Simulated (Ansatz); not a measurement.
Al5Sb4H16, a cluster cut from zinc blende AlSb (hydrogen-capped), relaxed as a doublet with UKS PBE-D4/def2-SVP in Ansatz, starting from the PBE-D4/def2-SVP geometry of the charge -1 singlet. Force threshold 0.03 eV/Å.

In the def2 sets Sb takes a core potential; there is no spin–orbit coupling.

Start:

Cartesian coordinates in Å:
```
Sb 1.0531 0.9851 1.9063
Sb 0.3723 1.8619 -2.0512
Sb 1.1981 -2.5029 -0.2106
Sb -2.3432 -0.4683 -0.0403
Al 2.5457 -1.2624 1.8267
Al 1.7713 2.8455 0.0886
Al -1.6150 0.6564 2.3281
Al -2.2624 1.1300 -2.2128
Al -1.4836 -2.9860 -0.4959
H 1.5985 1.7106 3.3724
H 1.2873 0.5470 -2.6755
H 0.6941 2.9016 -3.3876
H 2.0421 -3.9551 -0.5996
H 1.6754 -1.6824 -1.6466
H -4.0402 -0.7130 0.1445
H 4.0538 -1.0005 1.3235
H 2.2838 -2.1978 3.1127
H 3.3380 2.7908 -0.2853
H 1.0721 4.2667 0.3918
H -2.3054 2.1079 2.4503
H -1.8261 -0.4257 3.5044
H -3.0658 2.5056 -1.9637
H -2.4647 0.3267 -3.5953
H -1.8485 -3.9701 0.7274
H -1.7308 -3.4713 -2.0124
```

| step | energy (eV) | largest force component (eV/Å) | SCF passes |
| --- | --- | --- | --- |
| 1 | -59366.1643 | 0.430 | 71 |
| 2 | -59366.3362 | 0.281 | 27 |
| 3 | -59366.3900 | 0.101 | 27 |
| 4 | -59366.4351 | 0.154 | 24 |
| 5 | -59366.4565 | 0.258 | 23 |
| 6 | -59366.4757 | 0.230 | 20 |
| 7 | -59366.4895 | 0.050 | 24 |
| 8 | -59366.4988 | 0.117 | 23 |
| 9 | -59366.5015 | 0.097 | 20 |
| 10 | -59366.5090 | 0.035 | 21 |
| 11 | -59366.5121 | 0.027 | 21 |
| 12 | -59366.5146 | 0.042 | 20 |
| 13 | -59366.5157 | 0.034 | 21 |
| 14 | -59366.5161 | 0.013 | 16 |

Force components are those of the run's own axes.

End:

| atom | x (Å) | y (Å) | z (Å) |
| --- | --- | --- | --- |
| Sb1 | 1.133 | 0.899 | 1.611 |
| Sb2 | 0.290 | 2.028 | -2.242 |
| Sb3 | 1.384 | -2.702 | -0.167 |
| Sb4 | -2.088 | -0.529 | -0.224 |
| Al5 | 2.423 | -1.465 | 2.022 |
| Al6 | 1.753 | 2.911 | -0.122 |
| Al7 | -1.585 | 0.668 | 2.265 |
| Al8 | -2.359 | 1.422 | -2.108 |
| Al9 | -1.282 | -3.116 | -0.527 |
| H10 | 1.197 | 1.694 | 3.148 |
| H11 | 1.086 | 0.644 | -2.870 |
| H12 | 0.593 | 3.042 | -3.591 |
| H13 | 2.231 | -4.157 | -0.492 |
| H14 | 1.953 | -1.846 | -1.541 |
| H15 | -3.676 | -0.716 | 0.440 |
| H16 | 3.972 | -1.140 | 1.749 |
| H17 | 1.832 | -2.193 | 3.316 |
| H18 | 3.310 | 2.715 | -0.460 |
| H19 | 1.068 | 4.264 | 0.384 |
| H20 | -2.191 | 2.145 | 2.308 |
| H21 | -1.802 | -0.453 | 3.383 |
| H22 | -3.117 | 2.683 | -1.485 |
| H23 | -2.779 | 0.636 | -3.445 |
| H24 | -1.797 | -3.968 | 0.724 |
| H25 | -1.546 | -3.464 | -2.072 |

By distances, no bond broke or formed. The bond that changes most is Sb4–Al7, from 2.72 to 2.81 Å (atoms count from 1).

The force fell under the threshold at step 11, but the optimiser went on and released 0.004 eV more. No frequencies were taken in this run, so the end may be a saddle point.

Run time 2.4 min (4 threads of Arm Neoverse V2 on a shared host), peak host memory 0.75 GiB.
